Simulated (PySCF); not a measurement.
**Fe (iron, neutral) across methods**

[Ar] 3d6 4s1 4p1, one real determinant (an excited configuration). Computed with PySCF 2.14 in def2-TZVPPD (6s6p4d2f1g, 67 functions), with no relativity, point nucleus.

| method | E (hartree) | mean ε 3d β (eV) | mean ε 4s α (eV) | mean ε 4p α (eV) | Σ⟨r²⟩ (bohr²) | ⟨S²⟩ |
| --- | --- | --- | --- | --- | --- | --- |
| UHF | -1262.38359 | -14.245 | -9.753 | -5.326 | 44.91 | 12.003 |
| BLYP | -1263.613 | -7.088 | -6.500 | -2.409 | 44.90 | 12.002 |
| wB97X-V | -1263.412 | -11.614 | -9.630 | -5.155 | 44.32 | 12.002 |
| MN15 | -1263.669 | -10.266 | -7.920 | -3.514 | 44.98 | 12.003 |
| LDA | -1261.082 | -6.939 | -6.886 | -2.683 | 44.29 | 12.001 |
| PBE0 | -1263.355 | -8.982 | -7.567 | -3.376 | 44.24 | 12.001 |
| r2SCAN0 | -1263.534 | -9.039 | -7.764 | -3.461 | 43.76 | 12.002 |
| r2SCAN | -1263.551 | -7.000 | -6.958 | -2.802 | 43.72 | 12.001 |
| PBE | -1263.318 | -6.977 | -6.704 | -2.647 | 44.50 | 12.001 |

⟨L²⟩ = 8.06 against 12 for a pure F term, so this real determinant mixes terms.
